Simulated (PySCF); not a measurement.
P²⁺ (phosphorus, charge +2): UHF calculation

Configuration: [Ne] 3s2 3d1, 2D determinant (an excited configuration). All numbers are calculated (PySCF 2.14, the non-relativistic Hamiltonian (point nucleus), in aug-cc-pwCVQZ).

```json
{"Total energy": "-339.152411 hartree", "One-electron energy": "-457.2477 hartree", "Hartree (Coulomb) energy": "139.9515 hartree", "Exchange energy": "-21.8562 hartree", "Kinetic energy": "339.15322 hartree", "⟨S²⟩": "0.7511", "⟨L²⟩": "6.006", "Sum of ⟨r⟩": "10.32 bohr", "Sum of ⟨r²⟩": "18.06 bohr²", "Traceless quadrupole moment −½Σ⟨3z² − r²⟩ along its main axis": "2.41 e·bohr²", "Density at the nucleus (Gaussians lack the cusp)": "2170 bohr⁻³", "Spin density at the nucleus": "-0.157 bohr⁻³", "Langevin diamagnetic susceptibility": "-14.3 ×10⁻⁶ cm³/mol"}
```

```csv
shell,electrons,mean orbital energy (eV),spread (eV),"rms radius, mean of both spins (bohr)"
1s β,1,-2205.1,0,0.120
1s α,1,-2205.1,0,0.120
2s α,1,-231.90,0,0.560
2s β,1,-231.83,0,0.560
2p α,3,-174.34,0.068,0.539
2p β,3,-174.27,0.175,0.539
3s α,1,-40.087,0,1.86
3s β,1,-39.249,0,1.86
3d α,1,-16.155,0,2.96
```

The outer electron is Rydberg-like, and this basis confines it to a smaller radius and binds it less than a complete one would.

Spin-orbit constants ζ (cm⁻¹) from the X2C one-electron operator on these orbitals (non-relativistic here): bare nucleus, nucleus screened by l(l+1)(2l+1)/3 electrons, and screened by the Breit-Pauli mean field of the electrons.

```
shell   bare  screened nucleus  mean field
   2p   5407              4686        4360
   3d  18.83             6.276       4.696
```

To first order the Landé constant is A = 4.696 cm⁻¹, so the lowest level has J = 3/2 and lies 0.000873 eV below the centre of the term.
